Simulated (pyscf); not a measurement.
**H₃C–CH₂–NH–Al(NH₂)–NH₂, singlet**

Gas-phase minimum from PySCF at ωB97X-D3(BJ)/def2-SVP, one conformer. 

```
N
H 1 1.0153
C 1 1.4526 2 112.04
H 3 1.1046 1 108.33 2 -170.25
H 3 1.1079 4 105.42 1 -118.88
C 3 1.5297 4 109.04 5 -116.98
H 6 1.1024 3 110.43 4 -61.84
H 6 1.1030 7 108.52 3 -122.69
H 6 1.1032 7 107.52 8 -116.40
Al 1 1.7834 2 121.74 3 174.83
N 10 1.7792 1 120.42 2 17.86
H 11 1.0137 10 125.24 1 -165.54
H 11 1.0138 12 109.61 10 179.47
N 10 1.7800 11 120.84 12 15.26
H 14 1.0136 10 125.64 11 15.79
H 14 1.0139 15 109.57 10 179.31
```
Charge 0, spin multiplicity 1.

Properties at ωB97X-D3(BJ)/def2-SVP:

```
Quantity                                                                                                                                                                                                                                                                                                                                                  Result
---------------------------------------------------------------------------------------------------------------------  -----------------------------------------------------------------------------------------------------------------------------------------------------------------------------------------------------------------------------------------
Harmonic wavenumbers, unscaled                                                                                         45, 60, 124, 189, 235, 237, 261, 299, 326, 344, 367, 393, 495, 602, 652, 673, 801, 844, 890, 950, 1087, 1115, 1192, 1290, 1376, 1404, 1432, 1471, 1476, 1497, 1536, 1543, 3025, 3052, 3090, 3145, 3151, 3630, 3633, 3633, 3718, 3718 cm⁻¹
Zero-point energy                                                                                                                                                                                                                                                                                                                                  84.3 kcal/mol
Rotational symmetry number                                                                                                                                                                                                                                                                                                                                     1
Entropy of this conformer at 298 K and 1 atm, rigid rotor and harmonic oscillator, modes under 100 cm⁻¹ raised to 100                                                                                                                                                                                                                            393.6 J/(mol K)
Dipole moment                                                                                                                                                                                                                                                                                                                                             0.51 D
```

Single-point totals, which compare only within one level:

| level | total energy (hartree) |
|---|---|
| ωB97X-D3(BJ)/def2-TZVP | -489.26870 |
| PBE/def2-TZVP | -488.67905 |
| r²SCAN/def2-TZVP | -488.96670 |
| B3LYP-D3(BJ)/def2-TZVP | -489.18983 |
| PBE0-D3(BJ)/def2-TZVP | -488.73852 |
| M06-2X/def2-TZVP | -489.01054 |
| ωB97M-D3(BJ)/def2-TZVP | -489.24484 |

The lowest mode is so soft that the shape along it may change with the basis. Soft torsions are taken as harmonic, which can shift the entropy by several J/(mol K).
